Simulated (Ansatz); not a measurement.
def2 core potentials replace the inner electrons of Sn.

B3LYP has the VWN-RPA correlation part, as in Gaussian. 

Cartesian coordinates (Å):
SMILES: [Cl][Sn]([Cl])([Cl])[c]1ccccc1
```xyz
15

Cl     3.4811    -2.1745     0.3939
Sn     2.5591    -0.0794    -0.0660
Cl     3.3280     0.5113    -2.1898
Cl     3.4507     1.3808     1.5224
C      0.4480    -0.0205    -0.0100
C     -0.2030     0.2827     1.1893
C     -1.5962     0.3178     1.2213
C     -2.3287     0.0574     0.0635
C     -1.6740    -0.2335    -1.1329
C     -0.2811    -0.2711    -1.1759
H      0.3681     0.5018     2.0954
H     -2.1109     0.5540     2.1555
H     -3.4205     0.0865     0.0928
H     -2.2496    -0.4286    -2.0407
H      0.2289    -0.4849    -2.1190
```
Charge 0, spin multiplicity 1.

Question: What adiabatic ionisation energy (no zero-point term), vertical ionisation energy (Delta-SCF) and HOMO does B3LYP-D3(BJ)/def2-TZVP // PBE0-D3(BJ)/def2-SVP (Ansatz, a program for electronic structure) give?

Answer: 
```
Property                                            Result
------------------------------------------------  --------
adiabatic ionisation energy (no zero-point term)   9.47 eV
vertical ionisation energy (Delta-SCF)             9.75 eV
HOMO                                              -7.85 eV
```
